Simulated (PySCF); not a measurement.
Sn (tin, neutral) across methods

[Kr] 4d10 5s2 5p2, high-spin 3P determinant. Computed with PySCF 2.14 in aug-cc-pVQZ-PP with ECP28MDF (7s7p5d3f2g, 92 functions), with scalar relativity through the core potential.

```json
{"method": "r2SCAN", "E (hartree)": "-214.3313", "mean ε 5s α (eV)": "-11.420", "mean ε 5s β (eV)": "-9.929", "mean ε 5p α (eV)": "-4.403", "Σ⟨r²⟩ (bohr²)": "57.64", "⟨S²⟩": "2.005"}
{"method": "wB97M-V", "E (hartree)": "-214.2072", "mean ε 5s α (eV)": "-14.784", "mean ε 5s β (eV)": "-12.862", "mean ε 5p α (eV)": "-6.874", "Σ⟨r²⟩ (bohr²)": "58.16", "⟨S²⟩": "2.003"}
{"method": "M06-2X", "E (hartree)": "-214.1960", "mean ε 5s α (eV)": "-13.467", "mean ε 5s β (eV)": "-10.779", "mean ε 5p α (eV)": "-5.837", "Σ⟨r²⟩ (bohr²)": "58.03", "⟨S²⟩": "2.007"}
{"method": "PBE", "E (hartree)": "-214.2503", "mean ε 5s α (eV)": "-10.973", "mean ε 5s β (eV)": "-9.856", "mean ε 5p α (eV)": "-4.116", "Σ⟨r²⟩ (bohr²)": "58.36", "⟨S²⟩": "2.002"}
{"method": "PBE0", "E (hartree)": "-214.2595", "mean ε 5s α (eV)": "-12.325", "mean ε 5s β (eV)": "-10.654", "mean ε 5p α (eV)": "-5.030", "Σ⟨r²⟩ (bohr²)": "58.00", "⟨S²⟩": "2.003"}
{"method": "LDA", "E (hartree)": "-213.9112", "mean ε 5s α (eV)": "-11.216", "mean ε 5s β (eV)": "-10.244", "mean ε 5p α (eV)": "-4.167", "Σ⟨r²⟩ (bohr²)": "58.10", "⟨S²⟩": "2.001"}
{"method": "wB97X-V", "E (hartree)": "-214.2254", "mean ε 5s α (eV)": "-14.881", "mean ε 5s β (eV)": "-13.004", "mean ε 5p α (eV)": "-6.930", "Σ⟨r²⟩ (bohr²)": "57.94", "⟨S²⟩": "2.004"}
```

(1) Estimate the same row for UHF.

Energies and moments cover only the electrons outside the core potential.

Answers

(1) E (hartree) = -213.34062; mean ε 5s α (eV) = -15.616; mean ε 5s β (eV) = -12.022; mean ε 5p α (eV) = -7.265; Σ⟨r²⟩ (bohr²) = 58.88; ⟨S²⟩ = 2.012.
